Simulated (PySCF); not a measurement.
Below is a simulated gas-phase C 1s photoelectron spectrum of `c1cncc(F)n1`.

Every computed line was given a Gaussian of 1.0 eV full width at half maximum and an area set by the number of equivalent atoms; the highest printed point is 100. The calculation used PySCF 2.14.0, delta-SCF UKS SCAN, pcX-2 on the ionised atom, pcseg-1 elsewhere, spin-free X2C.

binding energy (eV), intensity and a bar:
```
    290.4          0 
    290.5          0 
    290.6          0 
    290.7          1 
    290.8          2 #
    290.9          3 #
    291.0          6 ##
    291.1         10 ###
    291.2         15 #####
    291.3         23 #######
    291.4         33 ##########
    291.5         46 ##############
    291.6         59 ##################
    291.7         73 ######################
    291.8         85 #########################
    291.9         94 ############################
    292.0        100 ##############################
    292.1        100 ##############################
    292.2         95 #############################
    292.3         86 ##########################
    292.4         74 ######################
    292.5         60 ##################
    292.6         47 ##############
    292.7         34 ##########
    292.8         24 #######
    292.9         16 #####
    293.0         10 ###
    293.1          7 ##
    293.2          5 #
    293.3          4 #
    293.4          5 ##
    293.5          7 ##
    293.6         11 ###
    293.7         15 ####
    293.8         19 ######
    293.9         24 #######
    294.0         29 #########
    294.1         32 ##########
    294.2         34 ##########
    294.3         35 ##########
    294.4         33 ##########
    294.5         30 #########
    294.6         25 ########
    294.7         20 ######
    294.8         15 #####
    294.9         11 ###
    295.0          8 ##
    295.1          5 #
    295.2          3 #
    295.3          2 
    295.4          1 
    295.5          0 
    295.6          0 
    295.7          0
```

Problem. How many maxima does the curve show, and how many computed lines lie under it?

Solution. The curve has 2 maxima (at 292.1 and 294.3 eV). Under it lie 4 lines from 4 inequivalent carbon sites. At this width some lines have no maximum of their own.

Problem. Decompose the envelope and assign each component. Numbering: `[F:1][c:2]1[cH:3][n:4][cH:5][cH:6][n:7]1`.

Solution. 
```json
{"position (eV)": "291.90", "relative area": "1", "line": "C 1s", "atoms": "C5", "environment": "aromatic CH next to a ring nitrogen"}
{"position (eV)": "292.11", "relative area": "1", "line": "C 1s", "atoms": "C3", "environment": "aromatic CH next to a ring nitrogen"}
{"position (eV)": "292.16", "relative area": "1", "line": "C 1s", "atoms": "C6", "environment": "aromatic CH next to a ring nitrogen"}
{"position (eV)": "294.26", "relative area": "1", "line": "C 1s", "atoms": "C2", "environment": "aromatic C–F carbon"}
```

Lowest listed C 1s: C5, bonded to N (aromatic in the SMILES), C (aromatic in the SMILES) and H. Highest, 2.36 eV above it: C2, bonded to F, N (aromatic in the SMILES) and C (aromatic in the SMILES). Summing the Pauling electronegativity differences to the bonded atoms, each weighted by its formal bond order, gives +0.39 for the lowest site and +2.17 for the highest; no listed site has a larger sum than the highest.

The curve has no shake-up lines and no vibrational structure. Isolated species at its GFN2-xTB geometry, gas phase.

On one thread of an x86-64 server, shared host, this took 42 s wall.
